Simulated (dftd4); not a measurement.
CH$_{5}$GaN (SMILES [CH3][Ga+][NH2]), charge +1, singlet, geometry from GFN2-xTB (such geometries of metal compounds can be far from the true shape); dftd4 with D4 for r2scan.

dftd4 was given this input:
```
$ dftd4 mol.xyz --func r2scan --charge 1 --json dftd4.json --noedisp --property

# file mol.xyz
8

Ga    -0.02078167    -0.04139309     0.01871991
C     -0.32965711     1.59034736    -1.18372534
H     -1.18371196     2.14260301    -0.78054048
H     -0.53325475     1.22375778    -2.19427313
H      0.58532729     2.19041600    -1.15293618
N      0.45638313    -1.42157676     1.12474740
H      0.54897475    -2.36245116     0.73536416
H      0.01015732    -1.50218645     2.04118885
```

Output, abridged:

```
                    ____  _____ _____     ____  _  _
      -------------|  _ \|  ___|_   _|---|  _ \| || |------------
     |             | | | | |_    | | ___ | | | | || |_           |
     |             | |_| |  _|   | ||___|| |_| |__   _|          |
     |             |____/|_|     |_|     |____/   |_|            |
     |             ===================================           |
     |            E. Caldeweyher, S. Ehlert & S. Grimme          |
     |          Mulliken Center for Theoretical Chemistry        |
     |                    University of Bonn                     |
      -----------------------------------------------------------

Rational (Becke-Johnson) damping: r2scan-D4-ATM
---------------------
  s6         1.0000
  s8         0.6019
  s9         1.0000
  a1         0.5156
  a2         5.7734
 alp        16.0000
--------------------

Atomic data, radii in Ångström:
------------------------------------------------------
   Z          R(cov)      r4/r2   hardness         EN
------------------------------------------------------
  31 Ga       1.4933     3.2394     0.3076     1.8100
   6 C        1.0000     1.6431     0.4220     2.5500
   1 H        0.4267     1.0622     0.4726     2.2000
   7 N        0.9467     1.4350     0.5044     3.0400
------------------------------------------------------

Atomic reference systems (in atomic units):
----------------------------------------------------------------------------
   Z        #      CN     q+Z       C6(AA)   #      CN     q+Z       C6(AA)
----------------------------------------------------------------------------
  31 Ga     1  0.0000 31.0000     493.8971   2  0.8882 31.0287     423.7069
            3  1.7872 31.0451     253.8416
   6 C      1  0.0000  6.0000      49.3833   2  0.9189  5.8288      52.1688
            3  1.9079  5.8579      35.6972   4  2.8312  5.7775      35.8445
            5  3.7487  5.7435      28.6317   6  2.9183  5.8956      32.2504
            7  0.8556  6.2103      25.6194
   1 H      1  0.0000  1.0000       7.6362   2  0.8942  1.0000       3.0374
   7 N      1  0.0000  7.0000      25.3714   2  0.8583  6.6470      32.5496
            3  1.8399  6.6987      28.5877   4  2.5804  6.1757      42.3910
            5  0.9809  7.0000      18.1534
----------------------------------------------------------------------------

Atomic properties (in atomic units):
----------------------------------------------------------------------------
     #    Z              CN          q      C6(AA)        C8(AA)   alpha(0)
----------------------------------------------------------------------------
     1   31 Ga       1.6590     0.6359    240.9167    27083.4152    34.1521
     2    6 C        3.6219    -0.2149     28.1750      814.8703     7.7317
     3    1 H        0.9241     0.1790      1.2118       14.6490     1.7215
     4    1 H        0.9241     0.1790      1.2115       14.6445     1.7212
     5    1 H        0.9240     0.1808      1.2012       14.5208     1.7140
     6    7 N        2.5264    -0.6417     35.7399      788.4501     8.9484
     7    1 H        0.8601     0.3410      0.6032        7.2916     1.2166
     8    1 H        0.8601     0.3409      0.6032        7.2918     1.2166
----------------------------------------------------------------------------

Molecular properties (in atomic units):
----------------------------------------
 molecular C6                 975.3569
 molecular C8               55351.6870
----------------------------------------

Dispersion energy:      -7.7098162241382E-04 Eh

[Info] JSON dump of results written to 'dftd4.json'
```
